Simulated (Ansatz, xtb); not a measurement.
## Relative energy of two isomers of C6H9NO

Structure I is `C#CCCNC(C)=O`, a singlet and structure II is `C#CCC/N=C(\C)O`, a singlet. Both are isolated molecules in the gas phase, relaxed with PBE-D3(BJ)/def2-SVP; each stands in its lowest conformer found.

I (Å):

| atom | x (Å) | y (Å) | z (Å) |
| --- | --- | --- | --- |
| C | 1.0469 | 3.6892 | 0.3315 |
| C | 0.5754 | 2.6402 | 0.7491 |
| C | 0.0034 | 1.3666 | 1.1787 |
| C | -0.1686 | 0.3672 | 0.0114 |
| C | -2.3116 | 0.4536 | -1.2067 |
| C | -3.0961 | 1.1759 | -2.2925 |
| N | -1.0115 | 0.8788 | -1.0452 |
| O | -2.8030 | -0.4489 | -0.5323 |
| H | 1.4705 | 4.6232 | -0.0095 |
| H | 0.6493 | 0.9080 | 1.9591 |
| H | -0.9874 | 1.5412 | 1.6516 |
| H | 0.8292 | 0.0956 | -0.3940 |
| H | -0.6628 | -0.5518 | 0.3835 |
| H | -0.6865 | 1.6996 | -1.5588 |
| H | -3.5202 | 0.4214 | -2.9832 |
| H | -3.9530 | 1.6995 | -1.8234 |
| H | -2.5004 | 1.9076 | -2.8727 |

II (Å):

| atom | x (Å) | y (Å) | z (Å) |
| --- | --- | --- | --- |
| C | 2.8217 | -0.6459 | -0.7986 |
| C | 1.8383 | -1.3572 | -0.6465 |
| C | 0.6472 | -2.1770 | -0.4441 |
| C | -0.5274 | -1.4003 | 0.1992 |
| C | -0.7792 | 0.8505 | -0.5565 |
| C | 0.0053 | 1.5769 | 0.5014 |
| N | -1.0358 | -0.3971 | -0.6980 |
| O | -1.2672 | 1.7120 | -1.4848 |
| H | 3.6987 | -0.0311 | -0.9414 |
| H | 0.3055 | -2.5795 | -1.4225 |
| H | 0.9002 | -3.0525 | 0.1931 |
| H | -0.1901 | -1.0061 | 1.1883 |
| H | -1.3359 | -2.1348 | 0.4060 |
| H | 0.9285 | 1.9912 | 0.0500 |
| H | 0.2954 | 0.9147 | 1.3357 |
| H | -0.5872 | 2.4292 | 0.8882 |
| H | -1.7355 | 1.1297 | -2.1239 |

Quicker runs give these differences E(II) − E(I): GFN2-xTB +40.3 kJ/mol; HF/STO-3G +34.1 kJ/mol (at GFN2-xTB geometries); r2SCAN-D4/def2-SVP +68.3 kJ/mol (at GFN2-xTB geometries).

Question: Estimate E(II) − E(I) at the level CCSD(T)/def2-SVP + ΔMP2/def2-TZVPP.

Answer: Calculated at CCSD(T)/def2-SVP + ΔMP2/def2-TZVPP: E(II) − E(I) = +52.7 kJ/mol, so structure I lies lower.

Level by level:

```
                             level             geometry  E(II) − E(I) (kJ/mol)  departure from the last row (kJ/mol)  job, with rough time for the two
                          GFN2-xTB             GFN2-xTB                   +40.3                                 −12.4               optimisation, 0.8 s
                         HF/STO-3G             GFN2-xTB                   +34.1                                 −18.6               single point, 1.4 s
                r2SCAN-D4/def2-SVP             GFN2-xTB                   +68.3                                 +15.6               single point, 6.9 s
               PBE-D3(BJ)/def2-SVP  PBE-D3(BJ)/def2-SVP                   +65.2                                 +12.5             optimisation, 4.2 min
                       HF/def2-SVP  PBE-D3(BJ)/def2-SVP                   +74.8                                 +22.0           part of the CCSD(T) run
                      MP2/def2-SVP  PBE-D3(BJ)/def2-SVP                   +62.4                                  +9.6           part of the CCSD(T) run
                  CCSD(T)/def2-SVP  PBE-D3(BJ)/def2-SVP                   +61.2                                  +8.5                      single point
CCSD(T)/def2-SVP + ΔMP2/def2-TZVPP  PBE-D3(BJ)/def2-SVP                   +52.7                                                   single point, 3.3 min
```

As drawn, II has 1 C=N, 1 C–O, 1 O–H in place of 1 C–N, 1 C=O, 1 N–H.

None of the levels shown reverses the order. The largest departure from CCSD(T)/def2-SVP + ΔMP2/def2-TZVPP is that of HF/def2-SVP, 22.0 kJ/mol. The last row adds to CCSD(T) the change of the MP2 difference between the two basis sets, here −8.5 kJ/mol.

With thermal terms from frequencies at re-optimised GFN2-xTB minima (ideal gas, soft modes damped towards free rotors, one conformer each, 298.15 K, 1 atm): the zero-point term adds −0.7 kJ/mol; ΔH is +51.3 and ΔG +54.0 kJ/mol.

The correlated steps freeze 8 core orbitals. Codes used: Ansatz 0.2.0, xtb 6.7.1; the last row on 2 threads of Intel(R) Xeon(R) Processor @ 2.70GHz on a shared host.
